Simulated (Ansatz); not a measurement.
`C[CH2][GeH2][CH3]` → `[CH3][GeH3]` + `C=C`  (β-hydride elimination)

Isolated molecules relaxed with PBE0-D4/def2-TZVP in Ansatz; ΔE leaves out vibrations. CBS: MP2 limit from def2 TZ/QZ plus the TZ coupled-cluster correction, frozen cores. This one scheme is used for every species. DFT in def2-TZVPP. For Ge outer-core shells are correlated without core-valence functions, which leaves a few kJ/mol of doubt a bond. Scalar relativity is left out up to krypton. Each species was taken in one conformer, which may not be the lowest.

```json
{"level": "B2PLYP", "ΔE (kJ/mol)": "117.3"}
{"level": "HF/def2-SVP", "ΔE (kJ/mol)": "103.1"}
```

(1) What does CCSD(T)/CBS give? (Best estimate.)

Largest T1 diagnostic among the species: 0.011.

Results:

(1) Computed: +129.2 kJ/mol. The listed levels differ from it by -11.9, -26.1 kJ/mol.

From r2SCAN to r2SCAN0 (25 % exact exchange), in def2-TZVPP and without D4, ΔE moves by +7.1 kJ/mol. In def2-TZVPP, CCSD(T) changes the Hartree–Fock value by +33.0 kJ/mol (the triples alone add +1.5 kJ/mol) and MP2 by +46.9 kJ/mol. Leaving LDA and LC-ωPBE aside and taking each functional with its dispersion term where it has one, the values, not all of them listed here, spread over 36.4 kJ/mol, from BLYP-D4 to PBE-QIDH. LDA lies +38.6 kJ/mol from PBE without D4.
